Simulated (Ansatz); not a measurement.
Abridged output of a molecular run in Ansatz:

```
Functional definition: HF
  name "HF"
  cite "Fock, Z. Phys. 61, 126 (1930) doi:10.1007/BF01340294"
  parent pbe
  exchange = exact_x
  correlation = 0
these checks for a lower state are left out or cut short: cluster_reference
2063 factors; integrals over basis functions are off by at most 9.3e-4 eV
mean field evaluation 1: about -23933.3469 eV, gradient 3.4e1 eV
mean field evaluation 2: about -23933.3501 eV, gradient 3.4e1 eV
mean field evaluation 4: about -23938.0025 eV, gradient 2.9e0 eV
mean field evaluation 8: about -23938.1215 eV, gradient 2.0e-1 eV
mean field -23938.12228301 eV, -879.7097680584 hartree, gradient 5.1e-6 eV, S^2 0.754771; 0 other end points of the search recorded, 0 dependent functions left out
12 core orbitals not correlated: weight in the atoms' cores, before any rotation towards them, 1.000 or more for the frozen orbitals, at most 0.000 for the correlated occupied ones
reference -23938.12228301 eV, -879.7097680584 hartree; 13, 12 occupied and 319, 320 virtual orbitals, 2063 factors
second order -21.83210936 eV of doubles, -0.00000000 eV of singles
cycle   1  -21.92208704 eV  change   -9.0e-2 eV  update   8.9e-2
cycle   2  -22.36626941 eV  change   -4.4e-1 eV  update   2.6e-2
cycle   3  -22.46701390 eV  change   -1.0e-1 eV  update   1.5e-2
cycle   4  -22.45587496 eV  change    1.1e-2 eV  update   5.0e-3
cycle   5  -22.45429188 eV  change    1.6e-3 eV  update   2.7e-3
cycle   6  -22.45521765 eV  change   -9.3e-4 eV  update   1.0e-3
cycle   7  -22.45511066 eV  change    1.1e-4 eV  update   4.3e-4
cycle   8  -22.45525158 eV  change   -1.4e-4 eV  update   1.8e-4
cycle   9  -22.45530201 eV  change   -5.0e-5 eV  update   7.8e-5
cycle  10  -22.45525444 eV  change    4.8e-5 eV  update   3.5e-5
cycle  11  -22.45527018 eV  change   -1.6e-5 eV  update   1.6e-5
perturbative correction -0.96059756 eV, -0.0353013090 hartree
Total energy: -23961.53815074 eV, -880.5702853257 hartree
Checks for a lower state left out: cluster_reference
```

Its atoms:

```xyz
7

N     0.609    0.719   -0.567
Si    0.035   -0.815   -0.061
O    -1.588   -0.750    0.143
Cl    1.046   -1.199    1.706
H     1.589    0.934   -0.455
H     0.241    1.120   -1.417
H    -1.933   -0.010    0.651
```

**Question.** Which basis set was used?
A. def2-SVP
B. def2-TZVPP
C. def2-TZVPPD
D. def2-QZVPP

**Answer.** D. It gives 344 functions.

**Question.** Write the keys of the input that set method, charge and spin (a neutral closed shell needs none for the last two).

**Answer.** 
```yaml
magnetization: {spin_polarized: true, initial_magnetization: 1}
correlation: {method: ccsd_t}
scf: {omitted_lower_state_checks: [cluster_reference]}
```
